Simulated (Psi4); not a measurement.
trisilylamine (H9NSi3), singlet, at a GFN2-xTB geometry; DLPNO-MP2/STO-3G run with Psi4.

Psi4 was given this input:
```
memory 2 GB

molecule mol {
0 1
  Si    0.288687    1.645832    0.481101
  N     0.023672    0.030801   -0.122984
  Si   -1.606491   -0.512603   -0.424247
  Si    1.310797   -1.142346   -0.020452
  H    -0.672540    2.526565   -0.179173
  H     0.096776    1.689352    1.935472
  H     1.659585    2.023139    0.143627
  H    -2.351055    0.614891   -0.981018
  H    -1.533964   -1.614022   -1.381967
  H    -2.235910   -0.967364    0.821121
  H     1.354843   -1.742484    1.318134
  H     1.049809   -2.171770   -1.024335
  H     2.564844   -0.446283   -0.300586
}

set basis sto-3g
set reference rhf

energy('dlpno-mp2')
print_variables()
```

Question: Predict the main parts of the log of this Psi4 run.

Answer: 
```
    SCF Algorithm Type (re)set to DF.

   => Loading Basis Set <=

    Name: STO-3G
    Role: ORBITAL
    Keyword: BASIS

         ---------------------------------------------------------
                                   SCF
               by Justin Turney, Rob Parrish, Andy Simmonett
                          and Daniel G. A. Smith
                              RHF Reference
         ---------------------------------------------------------

  ==> Geometry <==

    Molecular point group: c1
    Full point group: C1

    Geometry (in Angstrom), charge = 0, multiplicity = 1:

       Center              X                  Y                   Z               Mass
    ------------   -----------------  -----------------  -----------------  -----------------
         SI           0.288058002934     1.645013540878     0.484369226645    27.976926534650
         N            0.023043002934     0.029982540878    -0.119715773355    14.003074004430
         SI          -1.607119997066    -0.513421459122    -0.420978773355    27.976926534650
         SI           1.310168002934    -1.143164459122    -0.017183773355    27.976926534650
         H           -0.673168997066     2.525746540878    -0.175904773355     1.007825032230
         H            0.096147002934     1.688533540878     1.938740226645     1.007825032230
         H            1.658956002934     2.022320540878     0.146895226645     1.007825032230
         H           -2.351683997066     0.614072540878    -0.977749773355     1.007825032230
         H           -1.534592997066    -1.614840459122    -1.378698773355     1.007825032230
         H           -2.236538997066    -0.968182459122     0.824389226645     1.007825032230
         H            1.354214002934    -1.743302459122     1.321402226645     1.007825032230
         H            1.049180002934    -2.172588459122    -1.021066773355     1.007825032230
         H            2.564215002934    -0.447101459122    -0.297317773355     1.007825032230

  Running in c1 symmetry.

  Rotational constants: A =      0.10391  B =      0.10391  C =      0.05499 [cm^-1]
  Rotational constants: A =   3115.24560  B =   3115.24393  C =   1648.47242 [MHz]
  Nuclear repulsion =  293.087941654310612

  Charge       = 0
  Multiplicity = 1
  Electrons    = 58
  Nalpha       = 29
  Nbeta        = 29

  ==> Algorithm <==

  SCF Algorithm Type is DF.
  DIIS enabled.
  MOM disabled.
  Fractional occupation disabled.
  Guess Type is SAD.
  Energy threshold   = 1.00e-08
  Density threshold  = 1.00e-08
  Integral threshold = 1.00e-12

  ==> Primary Basis <==

  Basis Set: STO-3G
    Blend: STO-3G
    Number of shells: 27
    Number of basis functions: 41
    Number of Cartesian functions: 41
    Spherical Harmonics?: true
    Max angular momentum: 1

   => Loading Basis Set <=

    Name: (STO-3G AUX)
    Role: JKFIT
    Keyword: DF_BASIS_SCF

  ==> Integral Setup <==

  SCF_SUBTYPE=INCORE selected. In-core MEM_DF algorithm will be used.
  Using in-core AOs.

  ==> MemDFJK: Density-Fitted J/K Matrices <==

    J tasked:                   Yes
    K tasked:                   Yes
    wK tasked:                   No
    Algorithm:                 Core
    Schwarz Cutoff:           1E-12
    Mask sparsity (%):       5.4729
    Fitting Condition:        1E-10

   => Auxiliary Basis Set <=

  Basis Set: (STO-3G AUX)
    Blend: DEF2-UNIVERSAL-JKFIT
    Number of shells: 193
    Number of basis functions: 623
    Number of Cartesian functions: 738
    Spherical Harmonics?: true
    Max angular momentum: 4

  Minimum eigenvalue in the overlap matrix is 2.7845975321E-01.
  Reciprocal condition number of the overlap matrix is 1.2722542484E-01.
    Using symmetric orthogonalization.

  ==> Pre-Iterations <==

  SCF Guess: Superposition of Atomic Densities via on-the-fly atomic UHF (no occupation information).

   -------------------------
    Irrep   Nso     Nmo
   -------------------------
     A         41      41
   -------------------------
[...]
  @DF-RHF Final Energy:  -915.84624278536899
    Total Energy =                       -915.8462427853689860
[...]
    @Boys  474   3.4566033318636198E+02   2.339284E-12
    @Boys  475   3.4566033318716535E+02   2.324155E-12
    @Boys  476   3.4566033318796320E+02   2.308203E-12
    @Boys  477   3.4566033318913048E+02   3.376956E-12
    @Boys  478   3.4566033318968186E+02   1.595153E-12
    @Boys  479   3.4566033319039320E+02   2.057912E-12
    @Boys  480   3.4566033319116224E+02   2.224827E-12
    @Boys  481   3.4566033319200432E+02   2.436144E-12
    @Boys  482   3.4566033319271196E+02   2.047223E-12
    @Boys  483   3.4566033319353471E+02   2.380232E-12
    @Boys  484   3.4566033319426293E+02   2.106753E-12
    @Boys  485   3.4566033319471177E+02   1.298488E-12
    @Boys  486   3.4566033319529936E+02   1.699907E-12
    @Boys  487   3.4566033319611688E+02   2.365102E-12
    @Boys  488   3.4566033319676296E+02   1.869125E-12
    @Boys  489   3.4566033319724596E+02   1.397321E-12
    @Boys  490   3.4566033319787300E+02   1.814034E-12
    @Boys  491   3.4566033319839954E+02   1.523289E-12
    @Boys  492   3.4566033319892659E+02   1.524769E-12
    @Boys  493   3.4566033319939976E+02   1.368872E-12
    @Boys  494   3.4566033320003987E+02   1.851858E-12
    @Boys  495   3.4566033320041771E+02   1.093091E-12
    @Boys  496   3.4566033320081999E+02   1.163804E-12
    @Boys  497   3.4566033320116219E+02   9.899816E-13

    Boys Localizer converged.

  ==> Forming Local MO Domains <==

    Auxiliary BFs per Local MO:
      Average =  136 AUX BFs (3 atoms)
      Min     =   48 AUX BFs (1 atoms)
      Max     =  332 AUX BFs (11 atoms)

    Projected AOs per Local MO:
      Average =   33 PAOs (8 atoms)
      Min     =   17 PAOs (5 atoms)
      Max     =   41 PAOs (13 atoms)

    Local MOs per Local MO:
      Average =   29 LMOs
      Min     =   29 LMOs
      Max     =   29 LMOs

    Screened 0 of 841 LMO pairs (0.00 %)
             0 pairs met overlap criteria
             413 pairs met energy criteria

    Screened LMO pair energy =  0.000000000000

  ==> Merging LMO Domains into LMO Pair Domains <==

    Auxiliary BFs per Local MO pair:
      Average =  213 AUX BFs (5 atoms)
      Min     =   48 AUX BFs (1 atoms)
      Max     =  346 AUX BFs (12 atoms)

    Local MOs per Local MO pair:
      Average =   29 LMOs
      Min     =   29 LMOs
      Max     =   29 LMOs

    Projected AOs per Local MO pair:
      Average =   38 PAOs (11 atoms)
      Min     =   17 PAOs (5 atoms)
      Max     =   41 PAOs (13 atoms)

    Coefficient sparsity in AO -> LMO transform:   0.00 %
    Coefficient sparsity in AO -> PAO transform:   0.00 %
    Coefficient sparsity in combined transforms:   0.00 %

    Storing transformed LMO/PAO integrals in sparse format.

  ==> Transforming 3-Index Integrals to LMO/PAO basis <==

  ==> Forming Pair Natural Orbitals <==

    Natural Orbitals per Local MO pair:
      Avg:   6 NOs
      Min:   5 NOs
      Max:  12 NOs

    PNO truncation energy = -0.000002130706

  ==> Local MP2 <==

    E_CONVERGENCE = 1.00e-06
    R_CONVERGENCE = 1.00e-06

                     Corr. Energy    Delta E     Max R
  @LMP2 iter   0:  -0.176935628571 -1.769e-01  5.756e-03
  @LMP2 iter   1:  -0.181304844485 -4.369e-03  1.832e-03
  @LMP2 iter   2:  -0.181685523603 -3.807e-04  9.820e-04
  @LMP2 iter   3:  -0.181734090515 -4.857e-05  1.681e-04
  @LMP2 iter   4:  -0.181736174678 -2.084e-06  4.093e-05
  @LMP2 iter   5:  -0.181736290443 -1.158e-07  2.275e-05
  @LMP2 iter   6:  -0.181736303000 -1.256e-08  5.752e-06
  @LMP2 iter   7:  -0.181736304951 -1.951e-09  1.598e-06
  @LMP2 iter   8:  -0.181736305020 -6.925e-11  3.936e-07

  Total DLPNO-MP2 Correlation Energy:  -0.181738435727
    MP2 Correlation Energy:            -0.181736305020
    LMO Truncation Correction:          0.000000000000
    PNO Truncation Correction:         -0.000002130706

  Variable Map:
  ----------------------------------------------------------------------------
[...]
  Array Variable Map:
  ----------------------------------------------------------------------------
[...]
[...]
```
